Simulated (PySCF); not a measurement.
CH₄N₂S, SMILES NC(N)=S.

Geometry optimised at PBE-D3(BJ)/def2-SVP. Other conformers were not sampled.

Computed with TDA-PBE/def2-SVPD run with PySCF.

Vertical excitations.  State labels are in the subgroup C2.

```json
[
 {"state": "S1", "symmetry": "A", "energy (eV)": "3.68", "λ (nm)": "337", "f": "0.000", "main pairs": "HOMO→LUMO 99 %"},
 {"state": "S2", "symmetry": "B", "energy (eV)": "4.44", "λ (nm)": "279", "f": "0.042", "main pairs": "HOMO→LUMO+1 99 %"},
 {"state": "S3", "symmetry": "B", "energy (eV)": "4.89", "λ (nm)": "254", "f": "0.003", "main pairs": "HOMO−1→LUMO+1 100 %"},
 {"state": "S4", "symmetry": "A", "energy (eV)": "5.15", "λ (nm)": "241", "f": "0.141", "main pairs": "HOMO−1→LUMO 67 %, HOMO→LUMO+3 26 %"},
 {"state": "S5", "symmetry": "B", "energy (eV)": "5.73", "λ (nm)": "216", "f": "0.024", "main pairs": "HOMO→LUMO+2 96 %"},
 {"state": "S6", "symmetry": "A", "energy (eV)": "6.01", "λ (nm)": "206", "f": "0.135", "main pairs": "HOMO→LUMO+3 52 %, HOMO−1→LUMO+3 30 %, HOMO−1→LUMO 11 %"},
 {"state": "S7", "symmetry": "B", "energy (eV)": "6.14", "λ (nm)": "202", "f": "0.012", "main pairs": "HOMO−1→LUMO+2 99 %"},
 {"state": "S8", "symmetry": "A", "energy (eV)": "6.14", "λ (nm)": "202", "f": "0.056", "main pairs": "HOMO−1→LUMO+3 68 %, HOMO→LUMO+3 17 %"},
 {"state": "S9", "symmetry": "B", "energy (eV)": "6.36", "λ (nm)": "195", "f": "0.009", "main pairs": "HOMO→LUMO+4 88 %"},
 {"state": "S10", "symmetry": "A", "energy (eV)": "6.43", "λ (nm)": "193", "f": "0.102", "main pairs": "HOMO→LUMO+5 92 %"},
 {"state": "T1", "symmetry": "A", "energy (eV)": "3.39", "λ (nm)": "365", "f": "0", "main pairs": "HOMO→LUMO 96 %"},
 {"state": "T2", "symmetry": "A", "energy (eV)": "3.58", "λ (nm)": "346", "f": "0", "main pairs": "HOMO−1→LUMO 96 %"},
 {"state": "T3", "symmetry": "B", "energy (eV)": "4.34", "λ (nm)": "286", "f": "0", "main pairs": "HOMO→LUMO+1 100 %"},
 {"state": "T4", "symmetry": "B", "energy (eV)": "4.80", "λ (nm)": "258", "f": "0", "main pairs": "HOMO−1→LUMO+1 100 %"}
]
```
Triplets are in the Tamm–Dancoff approximation.
